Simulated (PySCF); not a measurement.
Molecule: `C(=N/[H])/C#CB(F)F`, C3H2BF2N.

Atoms are numbered as in `[H]/[N:1]=[CH:2]\[C:3]#[C:4][B:5]([F:6])[F:7]`. Hydrogens are named by the atom that carries them.

Spin–spin couplings on one PBE0-D3(BJ)/def2-SVP geometry, PySCF 2.14.0 with density-fitted response routines, gas phase, non-relativistic, equivalent pairs averaged; isotopes ¹¹B, ¹⁹F, ¹³C, ¹H, ¹⁵N; functional B3LYP.

Task: How do the couplings (Hz) change with the basis set? Times are CPU seconds on shared hosts with different chips, so compare them loosely. Far from the basis limit: pcJ-0, 6-31G*, def2-TZVP, cc-pVTZ.

Result: 
```tsv
basis set	functions	¹J(B5,F6)	¹J(C2,H(C2))	¹J(C3,C4)	¹J(C4,B5)	¹J(C2,C3)	¹J(N1,H(N1))	¹J(N1,C2)	core-s
pcJ-0	97	-216.1	176.6	149.0	128.3	59.7	-31.3	9.3	10
6-31G*	102	-6.6	195.5	160.9	166.1	84.9	-49.9	-10.6	13
def2-TZVP	229	-94.4	186.2	172.5	160.1	82.5	-43.4	-0.8	36
cc-pVTZ	238	-104.2	175.0	270.4	133.9	76.8	-39.8	-4.6	37
```

The Fermi-contact term samples the wavefunction at the nucleus, which is why sets with added tight s functions (names with J) are made for couplings.
